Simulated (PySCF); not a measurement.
C4H7NO, SMILES C/N=C(\C)C=O. Atoms are numbered in the order given.

```xyz
13

C      1.8192    -1.3434    -0.5492
N      1.0813    -0.1019    -0.6611
C     -0.0047     0.0239    -0.0077
C     -0.6488    -0.9861     0.9019
C     -0.6969     1.3510    -0.1924
O     -1.7334     1.6496     0.3441
H      1.2178    -2.2014    -0.9004
H      2.7352    -1.2929    -1.1546
H      2.1044    -1.5529     0.4976
H     -1.5790    -0.5761     1.3163
H      0.0290    -1.2524     1.7293
H     -0.8758    -1.9147     0.3531
H     -0.1466     2.0348    -0.8827
```

Coordinates come from a ωB97X-D3(BJ)/def2-SVP optimisation. The structure was generated by enumeration; whether it is a known compound was not checked. The values are those of a single conformer.

All values below come from PBE/pcSseg-1 run with PySCF.

GIAO shieldings, no solvent; atoms alike by connectivity are averaged. δ = σ(ref) − σ: ¹³C against TMS (σ = 182.0 ppm); ¹⁵N against NH3 (σ = 267.0 ppm); ¹⁷O against H2O (σ = 334.3 ppm); ¹H against TMS (σ = 31.49 ppm), references at their B3LYP-D3(BJ)/def2-TZVP geometries, non-relativistic.

Estimate the chemical shifts. (Estimate from the structure and the level; the computed values follow.)


```json
[
 {"nucleus": "¹³C", "atoms": "C5", "count": "1", "δ (ppm)": "198.4"},
 {"nucleus": "¹³C", "atoms": "C3", "count": "1", "δ (ppm)": "178.7"},
 {"nucleus": "¹³C", "atoms": "C1", "count": "1", "δ (ppm)": "46.1"},
 {"nucleus": "¹³C", "atoms": "C4", "count": "1", "δ (ppm)": "11.3"},
 {"nucleus": "¹⁵N", "atoms": "N2", "count": "1", "δ (ppm)": "434.4"},
 {"nucleus": "¹⁷O", "atoms": "O6", "count": "1", "δ (ppm)": "679.7"},
 {"nucleus": "¹H", "atoms": "H13", "count": "1", "δ (ppm)": "9.49"},
 {"nucleus": "¹H", "atoms": "H7, H8, H9", "count": "3", "δ (ppm)": "3.84"},
 {"nucleus": "¹H", "atoms": "H10, H11, H12", "count": "3", "δ (ppm)": "2.05"}
]
```
